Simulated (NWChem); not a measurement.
System: C$_{2}$H$_{3}$NO$_{2}$Si; SMILES O=C1C=N[SiH2]O1

The following NWChem deck was run.

```
start job
memory heap 200 mb stack 900 mb global 1100 mb
geometry units angstroms noautoz
  O     -0.213527     2.311254     0.000000
  C     -0.069504     1.127381     0.000000
  C      1.269224     0.391941     0.000000
  N      1.274514    -0.878852     0.000000
  Si    -0.433632    -1.362382     0.000000
  O     -1.073677     0.224210     0.000000
  H      2.184172     1.006548     0.000000
  H     -0.823897    -2.085592     1.233012
  H     -0.823897    -2.085592    -1.233012
end
basis spherical
  * library def2-svp
end
dft
  xc b3lyp
  iterations 150
  mulliken
end
task dft energy
```

Parts of the log:

```
             Northwest Computational Chemistry Package (NWChem) 7.3.0
             --------------------------------------------------------

 CS  symmetry detected

                             Geometry "geometry" -> ""
                             -------------------------

 Output coordinates in angstroms (scale by  1.889725989 to convert to a.u.)

  No.       Tag          Charge          X              Y              Z
 ---- ---------------- ---------- -------------- -------------- --------------
    1 O                    8.0000    -0.21469530     2.29224995     0.00000000
    2 C                    6.0000    -0.07292798     1.10810472     0.00000000
    3 C                    6.0000     1.26439649     0.37011561     0.00000000
    4 N                    7.0000     1.26726546    -0.90068516     0.00000000
    5 Si                  14.0000    -0.44179862    -1.38096006     0.00000000
    6 O                    8.0000    -1.07881981     0.20684843     0.00000000
    7 H                    1.0000     2.18051373     0.98297841     0.00000000
    8 H                    1.0000    -0.83344071    -2.10342524     1.23301200
    9 H                    1.0000    -0.83344071    -2.10342524    -1.23301200

 Effective nuclear repulsion energy (a.u.)     284.0439026592

      Symmetry information
      --------------------

 Group name             Cs
 Group number              2
 Group order               2
 No. of unique centers     8

                                 NWChem DFT Module
                                 -----------------

 Summary of "ao basis" -> "ao basis" (spherical)
 ------------------------------------------------------------------------------
       Tag                 Description            Shells   Functions and Types
 ---------------- ------------------------------  ------  ---------------------
 O                          def2-svp                 6       14   3s2p1d
 C                          def2-svp                 6       14   3s2p1d
 N                          def2-svp                 6       14   3s2p1d
 Si                         def2-svp                 8       18   4s3p1d
 H                          def2-svp                 3        5   2s1p

      Symmetry analysis of basis
      --------------------------

        a'         72
        a"         31

            General Information
            -------------------
          SCF calculation type: DFT
          Wavefunction type:  closed shell.
          No. of atoms     :     9
          No. of electrons :    52
           Alpha electrons :    26
            Beta electrons :    26
          Charge           :     0
          Spin multiplicity:     1
          Use of symmetry is: on ; symmetry adaption is: on
          Maximum number of iterations: 150
          AO basis - number of functions:   103
                     number of shells:    47
          Convergence on energy requested:  1.00D-06
          Convergence on density requested:  1.00D-05
          Convergence on gradient requested:  5.00D-04

              XC Information
              --------------
                         B3LYP Method XC Potential
                     Hartree-Fock (Exact) Exchange  0.200
                        Slater Exchange Functional  0.800 local
                    Becke 1988 Exchange Functional  0.720 non-local
              Lee-Yang-Parr Correlation Functional  0.810
                  VWN I RPA Correlation Functional  0.190 local

             Grid Information
             ----------------
          Grid used for XC integration:  medium
          Radial quadrature: Mura-Knowles
          Angular quadrature: Lebedev.
          Tag              B.-S. Rad. Rad. Pts. Rad. Cut. Ang. Pts.
          ---              ---------- --------- --------- ---------
          O                   0.60       49          12.0       434
          C                   0.70       49          10.0       434
          N                   0.65       49           8.0       434
          Si                  1.10       88          10.0       590
          H                   0.35       45          11.0       434
          Grid pruning is: on
          Number of quadrature shells:   423
          Spatial weights used:  Erf1

      Superposition of Atomic Density Guess
      -------------------------------------

 Sum of atomic energies:        -569.11249176

      Non-variational initial energy
      ------------------------------

 Total energy =    -571.966368
 1-e energy   =   -1347.698596
 2-e energy   =     491.688325
 HOMO         =      -0.300903
 LUMO         =      -0.082548

      Symmetry analysis of molecular orbitals - initial
      -------------------------------------------------

  Numbering of irreducible representations:

     1 a'          2 a"

  Orbital symmetries:

     1 a'          2 a'          3 a'          4 a'          5 a'
     6 a'          7 a'          8 a'          9 a"         10 a'
    11 a'         12 a'         13 a'         14 a'         15 a'
    16 a'         17 a'         18 a"         19 a'         20 a'
    21 a"         22 a'         23 a"         24 a'         25 a"
    26 a'         27 a"         28 a'         29 a'         30 a"
    31 a'         32 a'         33 a"         34 a'         35 a'
    36 a'

     ---------------------------------------------
      Total Density - Mulliken Population Analysis
     ---------------------------------------------

    Atom       Charge   Shell Charges
 -----------   ------   -------------------------------------------------------
    1 O    8     8.70   1.99  1.13  0.66  3.07  1.83  0.01
    2 C    6     5.09   1.99  0.90  0.17  1.46  0.44  0.12
    3 C    6     5.72   1.99  0.96  0.29  1.72  0.70  0.06
    4 N    7     7.67   1.99  1.10  0.56  2.44  1.56  0.02
    5 Si  14    13.00   2.00  1.99  0.94  0.22  5.93  0.97  0.70  0.24
    6 O    8     8.71   1.99  1.10  0.69  3.00  1.92  0.01
    7 H    1     0.94   0.69  0.23  0.02
    8 H    1     1.08   0.70  0.38  0.01
    9 H    1     1.08   0.70  0.38  0.01

   convergence    iter        energy       DeltaE   RMS-Dens  Diis-err
 ---------------- ----- ----------------- --------- --------- ---------
 d= 0,ls=0.0,diis     1   -572.2728765898 -8.56D+02  2.15D-02  1.52D+00
 d= 0,ls=0.0,diis     2   -571.8495357290  4.23D-01  1.43D-02  6.13D+00
 d= 0,ls=0.0,diis     3   -572.4456925255 -5.96D-01  3.16D-03  1.12D-01
 d= 0,ls=0.0,diis     4   -572.4493809518 -3.69D-03  1.56D-03  7.78D-02
 d= 0,ls=0.0,diis     5   -572.4564351768 -7.05D-03  4.10D-04  2.49D-03
  Resetting Diis
 d= 0,ls=0.0,diis     6   -572.4566727051 -2.38D-04  1.39D-04  4.78D-04
 d= 0,ls=0.0,diis     7   -572.4567223091 -4.96D-05  1.03D-04  3.23D-05
 d= 0,ls=0.0,diis     8   -572.4567126797  9.63D-06  6.55D-05  1.20D-04
 d= 0,ls=0.0,diis     9   -572.4567258062 -1.31D-05  8.84D-06  1.42D-06
 d= 0,ls=0.0,diis    10   -572.4567259626 -1.56D-07  1.92D-06  8.00D-08

         Total DFT energy =     -572.456725962609
      One electron energy =    -1350.315840351947
           Coulomb energy =      550.829262329138
    Exchange-Corr. energy =      -57.014050599025
 Nuclear repulsion energy =      284.043902659225

 Numeric. integr. density =       52.000006724824

                  Occupations of the irreducible representations
                  ----------------------------------------------

                     irrep           alpha         beta
                     --------     --------     --------
                     a'               21.0         21.0
                     a"                5.0          5.0

                       DFT Final Molecular Orbital Analysis
                       ------------------------------------

 Vector   24  Occ=2.000000D+00  E=-3.336950D-01  Symmetry=a"
              MO Center= -5.4D-01,  3.1D-01, -2.3D-15, r^2= 4.2D+00
   Bfn.  Coefficient  Atom+Function         Bfn.  Coefficient  Atom+Function
  ----- ------------  ---------------      ----- ------------  ---------------
     6      0.381664  1 O  pz                80     -0.377676  6 O  pz
    83     -0.287273  6 O  pz                 9      0.267605  1 O  pz
    94      0.192946  8 H  s                 99     -0.192946  9 H  s
    95      0.178753  8 H  s                100     -0.178753  9 H  s
    66      0.119192  5 Si pz                48      0.115058  4 N  pz

 Vector   25  Occ=2.000000D+00  E=-3.327780D-01  Symmetry=a'
              MO Center=  4.4D-01,  6.6D-01, -3.4D-15, r^2= 3.9D+00
   Bfn.  Coefficient  Atom+Function         Bfn.  Coefficient  Atom+Function
  ----- ------------  ---------------      ----- ------------  ---------------
     4      0.429859  1 O  px                46     -0.344858  4 N  px
     7      0.270114  1 O  px                49      0.213629  4 N  px
    21      0.192945  2 C  px                31     -0.188128  3 C  s
    78      0.164007  6 O  px                44      0.139246  4 N  s
    81      0.131634  6 O  px                30     -0.126621  3 C  s

 Vector   26  Occ=2.000000D+00  E=-2.751629D-01  Symmetry=a'
              MO Center=  6.0D-01,  5.0D-01, -3.3D-15, r^2= 3.7D+00
   Bfn.  Coefficient  Atom+Function         Bfn.  Coefficient  Atom+Function
  ----- ------------  ---------------      ----- ------------  ---------------
     4      0.406284  1 O  px                46      0.340052  4 N  px
     7      0.290920  1 O  px                49     -0.241941  4 N  px
    31     -0.191402  3 C  s                 47     -0.179719  4 N  py
    50      0.175405  4 N  py                32      0.164112  3 C  px
    79      0.156337  6 O  py                59      0.141232  5 Si s

 Vector   27  Occ=0.000000D+00  E=-9.209943D-02  Symmetry=a"
              MO Center=  7.2D-01,  2.4D-01, -2.3D-16, r^2= 3.0D+00
   Bfn.  Coefficient  Atom+Function         Bfn.  Coefficient  Atom+Function
  ----- ------------  ---------------      ----- ------------  ---------------
    37      0.401230  3 C  pz                51     -0.388546  4 N  pz
    34      0.366984  3 C  pz                48      0.362969  4 N  pz
     6     -0.272687  1 O  pz                20      0.256530  2 C  pz
     9     -0.252488  1 O  pz                69     -0.243571  5 Si pz
    95      0.207053  8 H  s                100     -0.207053  9 H  s

 Vector   28  Occ=0.000000D+00  E=-3.358347D-03  Symmetry=a'
              MO Center= -5.5D-01, -1.6D+00, -1.9D-14, r^2= 3.4D+00
   Bfn.  Coefficient  Atom+Function         Bfn.  Coefficient  Atom+Function
  ----- ------------  ---------------      ----- ------------  ---------------
    67      0.840875  5 Si px                68     -0.682919  5 Si py
    77      0.406747  6 O  s                 45     -0.322720  4 N  s
    22     -0.261239  2 C  py                90     -0.255123  7 H  s
    64      0.225029  5 Si px                82     -0.189193  6 O  py
     3      0.180768  1 O  s                 50      0.172920  4 N  py

 Vector   29  Occ=0.000000D+00  E= 2.754476D-02  Symmetry=a'
              MO Center= -5.9D-01, -1.5D+00,  3.1D-14, r^2= 3.6D+00
   Bfn.  Coefficient  Atom+Function         Bfn.  Coefficient  Atom+Function
  ----- ------------  ---------------      ----- ------------  ---------------
    68      1.330390  5 Si py                67      0.946446  5 Si px
    95      0.777520  8 H  s                100      0.777520  9 H  s
    45     -0.728277  4 N  s                 59     -0.412612  5 Si s
    22      0.367058  2 C  py                 3     -0.255969  1 O  s
    49      0.246206  4 N  px                77     -0.199305  6 O  s

     ---------------------------------------------
      Total Density - Mulliken Population Analysis
     ---------------------------------------------

    Atom       Charge   Shell Charges
 -----------   ------   -------------------------------------------------------
    1 O    8     8.15   1.99  1.11  0.61  2.84  1.58  0.02
    2 C    6     5.78   1.99  0.95  0.11  2.00  0.60  0.14
    3 C    6     6.02   1.99  0.95  0.31  2.04  0.68  0.06
    4 N    7     7.23   1.99  1.06  0.52  2.35  1.30  0.02
    5 Si  14    13.31   2.00  1.98  1.04  0.12  5.93  1.25  0.66  0.33
    6 O    8     8.39   1.99  1.09  0.68  2.90  1.72  0.01
    7 H    1     0.97   0.75  0.20  0.02
    8 H    1     1.08   0.75  0.32  0.01
    9 H    1     1.08   0.75  0.32  0.01

     -------------------------------------------
      Total Density - Lowdin Population Analysis
     -------------------------------------------

    Atom       Charge   Shell Charges
 -----------   ------   -------------------------------------------------------
    1 O    8     8.12   1.97  0.92  0.64  2.70  1.85  0.03
    2 C    6     5.96   1.96  0.61  0.29  1.80  0.99  0.30
    3 C    6     5.98   1.97  0.63  0.32  1.84  1.09  0.14
    4 N    7     7.20   1.97  0.82  0.51  2.19  1.66  0.04
    5 Si  14    13.38   2.00  1.93  0.65  0.32  5.81  1.25  0.92  0.49
    6 O    8     8.20   1.97  0.92  0.59  2.74  1.95  0.02
    7 H    1     0.97   0.64  0.27  0.07
    8 H    1     1.09   0.65  0.42  0.02
    9 H    1     1.09   0.65  0.42  0.02

     Multipole analysis of the density
     ---------------------------------

     L   x y z        total         alpha         beta         nuclear
     -   - - -        -----         -----         ----         -------
     0   0 0 0     -0.000000    -26.000000    -26.000000     52.000000

     1   1 0 0      0.116433      0.058217      0.058217     -0.000000
     1   0 1 0     -1.002785     -0.501392     -0.501392     -0.000000
     1   0 0 1     -0.000000     -0.000000     -0.000000      0.000000

     2   2 0 0    -31.755464    -86.266794    -86.266794    140.778124
     2   1 1 0      4.290512     -2.857559     -2.857559     10.005629
     2   1 0 1      0.000000      0.000000      0.000000      0.000000
     2   0 2 0    -33.842034   -182.545634   -182.545634    331.249235
     2   0 1 1     -0.000000     -0.000000     -0.000000      0.000000
     2   0 0 2    -29.498339    -20.178325    -20.178325     10.858311
```

Level: B3LYP/def2-SVP. Coordinates come from a PBE0/def2-SVP optimisation. B3LYP is NWChem's, with the RPA form of VWN correlation.
